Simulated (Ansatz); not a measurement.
Reaction (cleavage of the Si–B bond): `B[SiH](F)Cl` + `[NH2][GeH2][Cl]` → `F[SiH](Cl)[NH][GeH2][Cl]` + BH₃

Program: Ansatz. Geometries: PBE0-D4/def2-TZVP. ΔE: electronic, gas phase. CCSD(T)/CBS is the MP2 limit (def2-TZVPP, def2-QZVPP) plus CCSD(T) − MP2 in def2-TZVPP, frozen cores. This one scheme is used for every species. DFT in def2-TZVPP. B3LYP here is the variant with VWN-RPA as its local correlation; programs differ in this. For Ge outer-core shells are correlated without core-valence functions, which leaves a few kJ/mol of doubt a bond. Scalar relativity is left out up to krypton. One conformer a species, not always the lowest.

| species | B3LYP energy (Eh) |
| --- | --- |
| `B[SiH](F)Cl` | -876.38507 |
| `[NH2][GeH2][Cl]` | -2594.52115 |
| `F[SiH](Cl)[NH][GeH2][Cl]` | -3444.31395 |
| BH₃ | -26.62450 |

Problem. Work out ΔE.

Solution. ΔE = (-3444.31395) + (-26.62450) − (-876.38507) − (-2594.52115) = -0.03223 Eh = -84.6 kJ/mol. CCSD(T)/CBS gives -100.3 kJ/mol.

Largest T1 diagnostic among the species: 0.011.

From PBE to PBE0 (25 % exact exchange), in def2-TZVPP and without D4, ΔE moves by −10.2 kJ/mol. The D4 term adds −12.1 kJ/mol with B3LYP and −6.9 kJ/mol with PBE0; it sums over pairs of atoms, weighted by their polarisabilities, and B3LYP, whose exchange is more repulsive, gets the larger term.
